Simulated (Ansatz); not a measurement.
Geometry optimisation, RKS PBE/def2-SVP in Ansatz.

Input file:

```yaml
crystal:
  periodic: [false, false, false]
  atoms:
    - { symbol: Hf, position_ang: [0.0, 0.0, 0.0] }
    - { symbol: O, position_ang: [0.0, 0.0, 2.42] }
    - { symbol: H, position_ang: [-0.9095, -0.2814, 2.7571] }
    - { symbol: "N", position_ang: [2.084, 0.0, -0.7359] }
    - { symbol: H, position_ang: [2.5823, -0.918, -0.9166] }
    - { symbol: H, position_ang: [2.5853, 0.918, -0.9082] }
    - { symbol: Cl, position_ang: [-1.1869, 2.0563, -0.8392] }
    - { symbol: "N", position_ang: [-1.0409, -1.8034, -0.7359] }
    - { symbol: H, position_ang: [-1.5759, -2.4197, -0.0595] }
    - { symbol: H, position_ang: [-1.0055, -2.0526, -1.7656] }
    - { symbol: P, position_ang: [1.0759, 2.5021, 0.905] }
    - { symbol: H, position_ang: [2.188, 2.2604, 1.7542] }
    - { symbol: H, position_ang: [1.4935, 3.2708, -0.2136] }
    - { symbol: H, position_ang: [0.5422, 1.2609, 2.1706] }
basis:
  gaussian: { orbitals: def2-SVP }
hamiltonian:
  xc: pbe
relax:
  f_tol: 0.15
  max_steps: 25
  restrain:
    - { distance: [0, 10], at: 3.77, k: 30.0 }
    - { distance: [13, 1], at: 2.21, k: 30.0 }
    - { distance: [0, 1], at: 2.07, k: 30.0 }
    - { distance: [13, 10], at: 1.42, k: 30.0 }
```

Launched with:

```bash
$ ansatz run input.yaml --threads 4 --pin off --max-ram 5120MiB --backend cpu --events-out ev --progress --plain --runs-dir out
```

Question: Where does it end, and by what steps?

Answer: The run converged. The restraints hold the end off the free minimum; the threshold counts their pulls, which the force column leaves out. Restrained pairs: Hf1–P11 (2.87 → 3.78 Å), O2–H14 (1.40 → 2.21 Å), Hf1–O2 (2.42 → 2.03 Å), P11–H14 (1.85 → 1.43 Å). After 11 steps the energy has fallen by 4.415 eV (the restraints' own energy left out); P11 moved furthest, 0.86 Å.

```csv
step,energy less start (eV),largest force component (eV/Å),accepted
0,0.0000,2.276,yes
1,-0.2332,2.843,yes
2,-1.0667,3.815,yes
3,-2.3113,3.598,yes
4,-3.7174,1.496,yes
5,-4.2348,1.241,yes
6,-4.3098,1.237,yes
7,-4.3657,1.164,yes
8,-4.4037,1.261,yes
9,-4.3884,1.211,no
10,-4.4140,1.242,yes
11,-4.4152,1.259,yes
```

```xyz
14
Properties=species:S:1:pos:R:3
Hf -0.122 -0.080 -0.022
O -0.247 -0.201 1.998
H -0.830 0.067 2.724
N 1.814 -0.086 -0.668
H 2.236 -0.769 -1.310
H 2.551 0.553 -0.339
Cl -1.381 1.677 -1.067
N -0.871 -1.817 -0.747
H -1.081 -2.657 -0.190
H -1.188 -1.979 -1.712
P 1.339 3.035 1.532
H 2.626 2.406 1.707
H 1.343 2.826 0.108
H 0.644 1.818 1.818
```

The run took 37 s on 4 threads of Arm Neoverse V1 (shared host), peak memory 0.24 GiB.
